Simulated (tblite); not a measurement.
Compound: C2H7F3N2Si.
Structure used (GFN2-xTB), in Å, numbered top down from 1:
```xyz
15
C2H7F3N2Si angstrom
N      2.7003    0.2955    0.5052
Si     1.3017    0.3600   -0.4936
N      0.1653   -0.5416    0.4547
C     -1.1309   -0.8804   -0.0315
C     -2.1055    0.2984   -0.0138
F     -1.7903    1.2450   -0.9084
F     -2.1434    0.9009    1.1841
F     -3.3642   -0.0833   -0.2897
H      3.5119    0.8117    0.2116
H      2.9809   -0.5959    0.8817
H      1.0403    1.7843   -0.6932
H      1.3165   -0.3615   -1.7738
H      0.1568   -0.3343    1.4429
H     -1.0562   -1.2154   -1.0685
H     -1.5876   -1.6755    0.5703
```

All values are computed: GFN2-xTB (tblite) harmonic vibrations without scaling, gas phase. Against measured fundamentals such values can be off by several per cent, at times by over 20. Modes of hydrogen on silicon can be 10 to 20 % off. One conformer, not necessarily the lowest.

Harmonic wavenumbers (cm⁻¹): 34.6, 53.9, 78.5, 179.8, 205.6, 224.0, 256.3, 340.3, 412.6, 470.9, 493.0, 521.7, 554.9, 565.2, 591.2, 611.9, 737.7, 776.6, 796.9, 806.2, 853.2, 913.8, 934.5, 1063.0, 1078.2, 1171.0, 1181.4, 1198.0, 1299.8, 1371.5, 1440.2, 1522.6, 2188.3, 2267.2, 2925.1, 2985.0, 3443.8, 3480.3, 3525.6.

A = 3941, B = 835.7, C = 815.7 MHz; mass 144.033 u (most abundant isotopes); point group C1, symmetry number 1.

Problem. What is the zero-point energy?

Solution. Half the sum of the wavenumbers: 21777 cm⁻¹ = 260.51 kJ/mol.

Problem. What is S at 298.15 K and 1 bar for an ideal gas of classical rigid rotors and harmonic oscillators?

Solution. Translation 170.84, rotation 122.05, vibration 125.23: S = 418.1 J/(mol K).

Problem. And Cp and H(298.15 K) − H(0)?

Solution. Cp = 159.77 J/(mol K), of which vibrations give 126.51 (their classical limit is 39 R = 324.3); H(298.15 K) − H(0) = 29.08 kJ/mol without the zero-point energy, 19.17 from vibrations.

Problem. Blend soft modes into free rotors: weight 1/[1 + (100 cm⁻¹/ν̃)⁴] for the oscillator and the rest for a rotor with moment μB/(μ + B), μ = h/(8π²ν), B = 10⁻⁴⁴ kg m². What vibrational entropy results?

Solution. 111.40 J/(mol K) in place of 125.23, which changes −T·S at 298.15 K by +4.12 kJ/mol.

Problem. What must be added to the electronic energy to get the Gibbs energy at 298.15 K and 1 bar?

Solution. ZPE + [H(298.15 K) − H(0)] − T·S = 260.51 + 29.08 − 124.66 = 164.93 kJ/mol.

Hindered rotation and anharmonicity are outside this model. Other conformers, if any are populated, would add a mixing term that is left out. The structure is chiral; the term R ln 2 for an equal mix with its mirror image is left out.
